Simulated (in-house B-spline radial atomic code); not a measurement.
N. Computed with a B-spline radial atomic code. Model: non-relativistic spherical atom: semilocal Troullier-Martins pseudo-atom, one channel per l, against all electrons, high spin, G0W0 and RPA with empty states to l = 8, local potential for every l without a channel, a model core (radius 0 = none) keeps its share of the functional.

What the tables leave out is listed at the end.

The pseudopotential gives back the lowest level of each angular momentum of its own functional in the configuration it was made in; a second state of the same l is only approximately right. Exact exchange, RPA and GW see the smooth pseudo-orbitals and miss the exchange with the core, for which the functional's share stands in. The column with an uncorrelated core keeps all orbitals and exact exchange, and so separates missing core correlation from pseudisation. Only the three outermost levels and the lowest empty one were computed. RPA here is direct RPA, with no exchange kernel, and its energies carry an (l + 1/2)⁻⁴ tail. A hybrid on a potential with a model core restores only its own semilocal share of the core's exchange.

Command:
```bash
python run_psgw.py task.json out
```
Settings (lengths in bohr, energies in hartree):
```
Z                      7
electrons              7
configuration          [He] 2s2 2p3
generated_in           [He] 2s2 2p3
functional             pbe,pbe
core_shells            1
radius_factor          1.15
core_correction        False
```

Time taken, with all properties: 18 s on 1 thread of Arm Neoverse N1, with other jobs on the host.

Given: made with PBE; model core radius 0 bohr; local radius 1.244 bohr; mean-field start PBE.

Valence shells of the generating configuration: 2s, 2p.

Channel: s 1.166, p 1.687 (radii in bohr).

Computed: largest level miss in the spin-unpolarised generating configuration 0 eV; valence RPA correlation energy all-electron orbitals -0.23434 hartree; valence RPA correlation energy pseudo -0.23164 hartree; pseudo-atom RPA polarisability 6.9733 bohr³.

```json
{"level": "2p up", "occupied": "1", "mean-field all-electron (eV)": "-8.3043", "mean-field pseudo minus all (eV)": "-0.056", "G0W0 all-electron (eV)": "-13.532", "G0W0 uncorrelated core minus all (eV)": "0.052", "G0W0 pseudo minus all (eV)": "0.017", "exchange self-energy all-electron (eV)": "-25.378", "exchange self-energy pseudo (eV)": "-24.746"}
{"level": "2s down", "occupied": "1", "mean-field all-electron (eV)": "-15.281", "mean-field pseudo minus all (eV)": "0.22", "G0W0 all-electron (eV)": "-20.373", "G0W0 uncorrelated core minus all (eV)": "0.046", "G0W0 pseudo minus all (eV)": "0.081", "exchange self-energy all-electron (eV)": "-19.991", "exchange self-energy pseudo (eV)": "-18.055"}
```

**Question.** What is the all-electron RPA polarisability, core included?

**Answer.** 7.031 bohr³.

Given: mean-field start PBE0.

Computed: valence RPA correlation energy pseudo -0.2131 hartree; all-electron RPA polarisability, core included 5.783 bohr³; pseudo-atom RPA polarisability 5.7708 bohr³.

```tsv
level	occupied	mean-field all-electron (eV)	mean-field pseudo minus all (eV)	G0W0 all-electron (eV)	G0W0 uncorrelated core minus all (eV)	G0W0 pseudo minus all (eV)	exchange self-energy all-electron (eV)	exchange self-energy pseudo (eV)
2p up	1	-10.216	-0.033	-14.207	0.057	0.041	-25.516	-24.862
2s down	1	-16.81	0.192	-20.739	0.052	0.072	-19.908	-18.059
```

**Question.** What is the valence RPA correlation energy all-electron orbitals?

**Answer.** -0.21539 hartree.

Given: mean-field start Hartree-Fock.

Computed: valence RPA correlation energy all-electron orbitals -0.17622 hartree; valence RPA correlation energy pseudo -0.17437 hartree; all-electron RPA polarisability, core included 3.9937 bohr³.

```tsv
level	occupied	mean-field all-electron (eV)	mean-field pseudo minus all (eV)	G0W0 all-electron (eV)	G0W0 uncorrelated core minus all (eV)	G0W0 pseudo minus all (eV)	exchange self-energy all-electron (eV)	exchange self-energy pseudo (eV)
2p up	1	-15.536	0.006	-15.028	0.057	0.074	-25.808	-25.145
2s down	1	-19.75	0.162	-20.777	0.054	0.113	-19.343	-17.727
2s up	1	-31.646	-0.634	-28.334	0.031	-0.299	-32.443	-31.405
```

**Question.** What is the pseudo-atom RPA polarisability?

**Answer.** 4.0094 bohr³.

Among the listed levels the largest G0W0 shift of the pseudo-atom is -0.30 eV, for 2s up on the Hartree-Fock start, while leaving the core uncorrelated moves that level by +0.03 eV. So pseudisation and the lost core exchange, not the missing core correlation, make the error. Not in the tables (levels of low weight, unsolved or above zero; the highest and the empty levels are kept at any weight): on PBE the G0W0 levels 2s up (pseudo minus all -0.09 eV, weights 0.16 and 0.16), 2p down (pseudo minus all +0.17 eV, weights 0.83 and 0.82); on PBE0 the G0W0 levels 2s up (pseudo minus all -0.03 eV, weights 0.33 and 0.35), 2p down (pseudo minus all +0.12 eV, weights 0.91 and 0.90).
